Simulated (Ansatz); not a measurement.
`S[CH2][GeH3]` + `[SH][GeH3]` → `[GeH3][S][GeH3]` + CH₃SH  (ligand exchange at a Ge–C bond)

Isolated molecules relaxed with PBE0-D4/def2-TZVP in Ansatz; ΔE leaves out vibrations. CCSD(T)/CBS is the MP2 limit (def2-TZVPP, def2-QZVPP) plus CCSD(T) − MP2 in def2-TZVPP, frozen cores. This one scheme is used for every species. DFT in def2-TZVPP. For Ge outer-core shells are correlated without core-valence functions, which leaves a few kJ/mol of doubt a bond. Scalar relativity is left out up to krypton. One conformer a species, not always the lowest.

`S[CH2][GeH3]`:

```xyz
9

S    -1.418   -1.099    1.061
C    -0.042   -0.934   -0.101
Ge    0.398    0.939   -0.488
H    -0.928   -0.303    2.025
H    -0.381   -1.412   -1.022
H     0.833   -1.481    0.251
H     1.629    1.026   -1.411
H     0.713    1.646    0.842
H    -0.805    1.618   -1.157
```

`[SH][GeH3]`:

Cartesian coordinates in Å:
```
S 1.021 0.861 -1.086
Ge -0.409 -0.011 0.377
H 1.586 -0.317 -1.399
H 0.349 -0.706 1.518
H -1.342 -1.015 -0.318
H -1.205 1.187 0.908
```

`[GeH3][S][GeH3]`:

Z-matrix (Å, degrees):
```
Ge
S 1 2.221
H 1 1.533 2 106.0
H 1 1.538 2 109.9 3 119.7
H 1 1.538 2 109.9 3 -119.7
Ge 2 2.222 1 98.4 3 179.8
H 6 1.538 2 109.9 1 59.8
H 6 1.533 2 106.0 1 179.5
H 6 1.538 2 109.9 1 -60.7
```

CH₃SH:

```xyz
6

C     0.065   -0.445   -0.198
S     0.597    1.107    0.557
H    -0.576   -1.016    0.472
H     0.973   -1.019   -0.383
H    -0.438   -0.275   -1.149
H    -0.622    1.648    0.701
```

| species | r2SCAN0-D4 energy (Eh) |
| --- | --- |
| `S[CH2][GeH3]` | -2516.83681 |
| `[SH][GeH3]` | -2477.56530 |
| `[GeH3][S][GeH3]` | -4555.76287 |
| CH₃SH | -438.66634 |

(1) Work out ΔE.

Largest T1 diagnostic among the species: 0.011.

## Answers

(1) ΔE = (-4555.76287) + (-438.66634) − (-2516.83681) − (-2477.56530) = -0.02710 Eh = -17.0 kcal/mol. CCSD(T)/CBS gives -15.7 kcal/mol.

From BLYP to BHLYP (50 % exact exchange), in def2-TZVPP and without D4, ΔE moves by −0.9 kcal/mol. Leaving LDA and LC-ωPBE aside and taking each functional with its dispersion term where it has one, the values, not all of them listed here, spread over 1.6 kcal/mol, from BHLYP-D4 to CAM-B3LYP-D4. LDA lies +1.4 kcal/mol from PBE without D4. In def2-TZVPP, CCSD(T) changes the Hartree–Fock value by +2.3 kcal/mol (the triples alone add −0.0 kcal/mol) and MP2 by +1.7 kcal/mol.
